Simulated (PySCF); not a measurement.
Vertical excitations of a molecule C5H12Si from TDA-PBE0/def2-SVPD run with PySCF 2.14.0, as energy in eV (oscillator strength): 6.31 (0.006), 6.81 (0.188), 6.94 (0.005), 7.08 (0.077), 7.68 (0.001), 7.72 (0.165). Lowest triplet (TDA): 3.99 eV. Geometry: PBE-D3(BJ)/def2-SVP. The geometry has at least one imaginary mode, so it is a saddle point at that level. One conformer was computed; it need not be the lowest.

Question: Identify the compound among the candidates.
A. C[C@@H]1CCC[SiH2]1
B. C[C@H]1CC[C@@H]1[SiH3]
C. C=C[C@H]([SiH3])CC
D. C=C[Si](C)(C)C

Answer: D, C=C[Si](C)(C)C
